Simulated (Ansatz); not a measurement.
Geometry optimisation, Ansatz, RKS B3LYP/STO-3G.

Input file:

```yaml
crystal:
  periodic: [false, false, false]
  atoms:
    - { symbol: O, position_ang: [-1.19391, 0.42943, -0.87246] }
    - { symbol: C, position_ang: [-0.22768, -0.2122, -0.1134] }
    - { symbol: Si, position_ang: [1.24481, 0.50401, 0.55519] }
    - { symbol: S, position_ang: [-0.6703, -1.91011, 0.15557] }
    - { symbol: H, position_ang: [-0.90216, 1.32027, -1.0842] }
    - { symbol: H, position_ang: [1.53831, 1.87525, 0.18154] }
    - { symbol: H, position_ang: [2.15804, -0.28993, 1.33622] }
    - { symbol: H, position_ang: [0.56373, -2.26765, 0.4956] }
basis:
  gaussian: { orbitals: STO-3G }
hamiltonian:
  xc: b3lyp
relax:
  f_tol: 0.015
  max_steps: 40
output:
  orbitals: {}
```

Command:

```bash
$ ansatz run input.yaml --threads 1 --pin off --max-ram 2048MiB --backend cpu --events-out ev --progress --plain --runs-dir out
```

Question: Where does it end, and by what steps?

Answer: The forces met the threshold. Limits of this set-up: minimal basis. After 9 steps the energy has fallen by 0.693 eV; Si3 moved furthest, 0.46 Å.

```csv
step,energy less start (eV),largest force component (eV/Å),accepted
0,0.0000,3.279,yes
1,-0.3036,1.362,yes
2,-0.4858,1.007,yes
3,-0.5723,2.124,yes
4,-0.6543,0.722,yes
5,-0.6876,0.280,yes
6,-0.6863,0.259,no
7,-0.6929,0.060,yes
8,-0.6933,0.021,yes
9,-0.6934,0.006,yes
```

```xyz
8
Properties=species:S:1:pos:R:3
O -1.112 0.415 -0.909
C -0.132 -0.227 -0.130
Si 1.032 0.645 0.938
S -0.610 -1.942 -0.014
H -0.777 1.383 -0.976
H 1.450 1.730 0.053
H 2.172 -0.263 0.977
H 0.488 -2.292 0.715
```

Whether the end is a true minimum wasn't checked by a vibrational analysis.

Run time: 34 s on 1 thread of Arm Neoverse N1, with other jobs on the host, peak memory 0.14 GiB.
